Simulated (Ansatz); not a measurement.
The cluster Ca5Si3⁺ (the lowest doublet isomer of a short search). The state is a doublet with charge 1. Geometry PBE-D4/def2-SVP, basis def2-TZVP, Ansatz.

Cartesian coordinates in Å:
```
Ca 1.2593 -1.2190 2.5890
Ca -0.3618 -2.4773 -0.5775
Ca 0.5753 0.0137 -2.9043
Ca -2.6695 0.1093 -1.2811
Ca 0.9644 2.1220 1.7950
Si -0.2797 1.6071 -0.6485
Si 1.4068 -0.1093 -0.0620
Si -0.8947 -0.0465 1.0893
```

```tsv
run	HOMO (eV)	LUMO (eV)
A	-5.90	-5.21
B	-6.10	-5.04
C	-5.88	-5.39
D	-5.86	-5.52
E	-6.36	-4.81
```

The structure comes from a short search, and lower isomers may exist.

HOMO and LUMO are taken over both spins.

**Question.** The runs used B97M-V, PBE, PBE0, r2SCAN, r2SCANh. Estimate which is which.

**Answer.** A r2SCAN (0 % exact exchange); B r2SCANh (10 % exact exchange); C PBE (0 % exact exchange); D B97M-V (0 % exact exchange); E PBE0 (25 % exact exchange). Exact exchange lowers occupied and raises empty levels; among semilocal functionals meta-GGAs tend to open the gap a little, and such runs are hard to tell apart. The gap grows from 0.35 eV (B97M-V) to 1.54 eV (PBE0).
